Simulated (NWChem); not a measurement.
System: CH5Cl2NSi; SMILES N(C)[SiH](Cl)Cl

Here is an NWChem input.

```
start job
memory heap 200 mb stack 900 mb global 1100 mb
geometry units angstroms
  Si     0.025466     0.138015    -0.380176
  Cl    -0.536934     2.128847    -0.275451
  Cl     1.680529    -0.116886     0.870885
  N     -1.352879    -0.788529     0.060887
  C     -1.412439    -2.240161    -0.033260
  H      0.479248    -0.234008    -1.752084
  H     -1.973386    -0.379930     0.765511
  H     -1.026520    -2.766429     0.870150
  H     -2.452888    -2.583589    -0.213742
  H     -0.806893    -2.584650    -0.897101
end
basis spherical
  * library 3-21g
end
dft
  xc hfexch
  iterations 150
end
driver
  maxiter 120
end
task dft optimize
task dft freq
```

The level has its own optimisation; frequencies are unscaled.

### Question
Give the results of this calculation. (Hartree-Fock/3-21G.) Quantities: r N–Si (Å); r H–Si (Å); r C–N (Å); r H–N (Å); highest harmonic frequency (cm⁻¹); lowest (cm⁻¹); zero-point energy (kcal/mol); dipole (D).

### Answer
The r N–Si (Å) is 1.705 and the r H–Si (Å) comes out as 1.462. The r C–N (Å) is 1.479. The r H–N (Å) is 1.002, the highest harmonic frequency (cm⁻¹) is 3766 and the lowest (cm⁻¹) is 51. The zero-point energy (kcal/mol) is 44.9 and the dipole (D) is 4.99.
